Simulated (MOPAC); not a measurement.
MOPAC input (AM1):

```
AM1 1SCF CHARGE=1 GEO-OK AUX(PRECISION=9) THREADS=1
CH3Si

C    -1.04781679 1    0.10932284 1   -0.37262433 1
Si    0.55917462 1   -0.05617424 1    0.25288161 1
H    -1.75364330 1   -0.72226473 1   -0.31024367 1
H    -1.53931018 1    1.08500344 1   -0.38271922 1
H     1.75140953 1   -0.23223646 1   -0.61163372 1
```

From the last part of the output:

```
                                                       MOPAC v23.2.5 Linux

          FINAL HEAT OF FORMATION =        251.07939 KCAL/MOL =    1050.51617 KJ/MOL

          COSMO AREA              =         91.54 SQUARE ANGSTROMS
          COSMO VOLUME            =         78.34 CUBIC ANGSTROMS

          IONIZATION POTENTIAL    =         15.108282 EV
          HOMO LUMO ENERGIES (EV) =        -15.108 -7.661
          NO. OF FILLED LEVELS    =          5
          MOLECULAR WEIGHT        =         43.1202         POINT GROUP:  Cs

          MOLECULAR DIMENSIONS (Angstroms)

            Atom       Atom       Distance
            H     5    H     4     3.55195
            H     3    H     4     1.76049
           Si     2    H     3     0.76950

          SCF CALCULATIONS        =          1

   ATOM   CHEMICAL          X               Y               Z
  NUMBER   SYMBOL      (ANGSTROMS)     (ANGSTROMS)     (ANGSTROMS)

     1       C         -1.04781679  *   0.10932284  *  -0.37262433  *
     2      Si          0.55917462  *  -0.05617424  *   0.25288161  *
     3       H         -1.75364330  *  -0.72226473  *  -0.31024367  *
     4       H         -1.53931018  *   1.08500344  *  -0.38271922  *
     5       H          1.75140953  *  -0.23223646  *  -0.61163372  *

                             CARTESIAN COORDINATES

   1    C       -1.047816790     0.109322840    -0.372624330
   2   Si        0.559174620    -0.056174240     0.252881610
   3    H       -1.753643300    -0.722264730    -0.310243670
   4    H       -1.539310180     1.085003440    -0.382719220
   5    H        1.751409530    -0.232236460    -0.611633720

           Empirical Formula: C H3 Si  =     5 atoms

      MOLECULAR POINT GROUP   :   Cs

                  EIGENVALUES
 -33.58671 -20.72894 -19.98487 -18.60597 -15.10828  -7.66077  -7.21890  -4.40105
  -3.98158  -1.35015  -0.83090

              NET ATOMIC CHARGES AND DIPOLE CONTRIBUTIONS

  ATOM NO.   TYPE          CHARGE      No. of ELECS.   s-Pop       p-Pop
    1          C          -0.495891        4.4959     1.36976     3.12613
    2         Si           1.184166        2.8158     1.11249     1.70335
    3          H           0.194306        0.8057     0.80569
    4          H           0.194306        0.8057     0.80569
    5          H          -0.076886        1.0769     1.07689
 DIPOLE           X         Y         Z       TOTAL
 POINT-CHG.     1.782    -0.141     1.759     2.508
 HYBRID        -1.040     0.070    -1.320     1.682
 SUM            0.742    -0.070     0.439     0.865

          ATOMIC ORBITAL ELECTRON POPULATIONS

     Atom    s        px        py        pz
    1  C   1.36976   1.21508   1.11190   0.79915
    2 Si   1.11249   0.70166   0.09466   0.90702
    3  H   0.80569
    4  H   0.80569
    5  H   1.07689

 **********************
 *                    *
 * JOB ENDED NORMALLY *
 *                    *
 **********************

 == MOPAC DONE ==
```

The dipole moment of an ion depends on the origin.
